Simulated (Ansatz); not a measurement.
`NB(F)Br` and `O[SiH2]B(F)Br` differ in one atom or group.

Ansatz, PBE0-D4/def2-TZVP geometries, multiplicity 1. Each molecule was computed in one conformer, which needn't be the lowest.

Scalar relativity is left out up to krypton.

```
                                        property  `NB(F)Br`
  zero-point energy (PBE0-D4/def2-TZVP) / kJ/mol       91.8
           HOMO energy (ωB97M-V/def2-TZVPP) / eV     -10.52
               LUMO energy (PBE/def2-TZVPP) / eV      -0.23
               HOMO energy (PBE/def2-TZVPP) / eV      -6.94
             LUMO energy (B3LYP/def2-TZVPP) / eV       0.26
size of the dipole moment (B3LYP/def2-TZVPP) / D       2.86
```

Task: What does the change do to each property? (An estimate is asked.)

Result: The calculation gave: 
```
                                        property  `O[SiH2]B(F)Br`  shift
  zero-point energy (PBE0-D4/def2-TZVP) / kJ/mol            101.4    9.6
           HOMO energy (ωB97M-V/def2-TZVPP) / eV           -10.47   0.05
               LUMO energy (PBE/def2-TZVPP) / eV            -2.81  -2.58
               HOMO energy (PBE/def2-TZVPP) / eV            -7.02  -0.08
             LUMO energy (B3LYP/def2-TZVPP) / eV            -2.09  -2.35
size of the dipole moment (B3LYP/def2-TZVPP) / D             0.60  -2.26
```

With PBE0 the HOMO falls by 0.06 eV and the LUMO falls by 2.53 eV, so the gap narrows by about 2.47 eV. PBE moves the HOMO by -0.08 eV and ωB97M-V by 0.05 eV. The zero-point energy changes by 9.6 kJ/mol with +6 modes. Dipoles are sizes alone; their direction can turn.

B3LYP here is the variant with VWN-RPA as its local correlation; programs differ in this.

Spin–orbit coupling is left out; it splits and shifts lone-pair levels of the heavy atoms by tenths of an eV.
